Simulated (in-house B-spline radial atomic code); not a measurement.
# The molybdenum ion Mo³⁺: [Kr] 4d3

Level of theory: Dirac-Kohn-Sham HSE06, spherical fractional occupations, Fermi nucleus of rms radius 4.4091 fm; calculated with an all-electron radial atomic-structure program (B-spline basis).

Effective charges: Z_r = [3n² - l(l+1)]/(2<r>) from the radius, Z_e = n√(-2ε) from the energy, and Slater's rules. Values are occupation-weighted means over j. An effective charge above Z reflects the relativistic contraction of the inner shells.

| shell | electrons | ε (eV) | <r> (bohr) | Z_r | Z_e | Slater |
| --- | --- | --- | --- | --- | --- | --- |
| 1s | 2 | -19923 | 0.03516 | 42.66 | 38.27 | 41.70 |
| 2s | 2 | -2860.8 | 0.1533 | 39.14 | 29.00 | 37.85 |
| 2p | 6 | -2560.7 | 0.1338 | 37.36 | 27.44 | 37.85 |
| 3s | 2 | -522.87 | 0.4278 | 31.56 | 18.60 | 30.75 |
| 3p | 6 | -423.52 | 0.4296 | 29.10 | 16.74 | 30.75 |
| 3d | 10 | -261.24 | 0.4148 | 25.31 | 13.15 | 20.85 |
| 4s | 2 | -100.37 | 1.098 | 21.86 | 10.86 | 14.25 |
| 4p | 6 | -72.696 | 1.212 | 18.98 | 9.25 | 14.25 |
| 4d | 3 | -32.465 | 1.626 | 12.92 | 6.18 | 5.30 |

The least bound orbital is 4d5/2 at -32.36 eV, and it is also the most diffuse (<r> = 1.631 bohr).

Spin-orbit splittings of the orbital energies (j = l + 1/2 above j = l - 1/2 when positive): 2p 106.7 eV, 3p 17.74 eV, 3d 3.348 eV, 4p 2.619 eV, 4d 0.2728 eV.

For the 1s electron the small component carries 2.35 % of the norm, the zero-frequency Breit interaction raises the level by 38.72 eV, self-energy by 21.17 eV, and vacuum polarisation lowers it by 2.446 eV.

The density falls to 0.001 bohr⁻³ at 3.317 bohr; Σ<r²> = 26.049 bohr² gives, by the non-relativistic formula and without the paramagnetism of open shells, a Langevin diamagnetic susceptibility of -20.63×10⁻⁶ cm³/mol.

Caution: exact exchange at fractional occupations of open shells leaves self-interaction of up to several eV.
